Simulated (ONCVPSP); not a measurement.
## cadmium: variants of one ONCV potential

Base potential:

Cd, optimised norm-conserving Vanderbilt (ONCV), made with ONCVPSP 4.0.1 (revPBE, scalar-relativistic). Core [Ar] 3d10 4s2, reference 4p6 4d10 5s2. Waves: 5s: rc 2.50 bohr, ncon 4, nbas 8, qcut 2.1 1/bohr, 2 projectors, debl 1.5 Ha; 4p: rc 1.25 bohr, ncon 4, nbas 7, qcut 12.6 1/bohr, 2 projectors, debl 2.4 Ha; 4d: rc 1.30 bohr, ncon 5, nbas 8, qcut 7.2 1/bohr, 2 projectors, debl 0.6 Ha. Local part: polynomial inside 0.80 bohr (lpopt 5, dvloc0 -1 Ha). Core correction: none.

In the p channel the program set the typed energies aside and used -2.460, 0.250 Ha.

All-electron outer shells of the reference configuration (revPBE, scalar-relativistic, ld1.x):

```
shell  level (eV)  outermost node (bohr)  outermost maximum (bohr)
   4s     -105.88                   0.43                      0.79
   4p      -66.93                   0.43                      0.84
   4d      -11.69                   0.42                      0.98
   5s       -5.56                   1.07                      2.35
```

Cutoffs, loose and tight: the cutoffs (Ha) at which the residual kinetic energy of the hardest occupied pseudo-wave falls to 1 and 0.1 mHa per electron. They do not see the model core or the augmentation charge, which bear on the density cutoff. Test errors are all-electron minus pseudo excitation energies from the reference, over the configurations 4p6 4d10 5s1; 4p6 4d10 5s0; 4p6 4d9 5s0; 4p6 4d9 5s2 5p1. A dash means not determined; rows that change the core or the reference have their own tests.

A true bound ghost makes a file unfit for plane-wave use even where its test errors are small: the radial tests pick states by their node count and pass the ghost by.

```tsv
change	outcome	cutoff, loose	cutoff, tight	bound ghosts	GHOST(+) flags above zero	largest test error (meV)
base	generated, projector energies reset by the program	90 Ha	122 Ha	s, d	s	-92
s: qcut 1.3	generated, projector energies reset by the program	90 Ha	122 Ha	s, d	s	-143
s: qcut 1.5	generated, projector energies reset by the program	90 Ha	122 Ha	s, d	s	-139
s: qcut 1.7	generated, projector energies reset by the program	90 Ha	122 Ha	s, d	s	-129
s: qcut 1.9	generated, projector energies reset by the program	90 Ha	122 Ha	s, d	s	-113
s: qcut 2.3	generated, projector energies reset by the program	90 Ha	122 Ha	s, d	s	-68
s: qcut 2.6	generated, projector energies reset by the program	90 Ha	122 Ha	s, d	s	-34
s: qcut 2.8	generated, projector energies reset by the program	90 Ha	122 Ha	s, d	s	-35
s: qcut 2.9	generated, projector energies reset by the program	90 Ha	122 Ha	s, d	s	-36
s: qcut 3.2	generated, projector energies reset by the program	90 Ha	122 Ha	s, d	s	-37
```

Reading the sweep of the qcut of the s channel (base included, trends over the rows without a ghost): Bound ghosts are found at 1.3, 1.5, 1.7, 1.9, 2.1, 2.3, 2.6, 2.8, 2.9, 3.2 1/bohr. Every judged row has one, so this setting neither creates nor removes them.
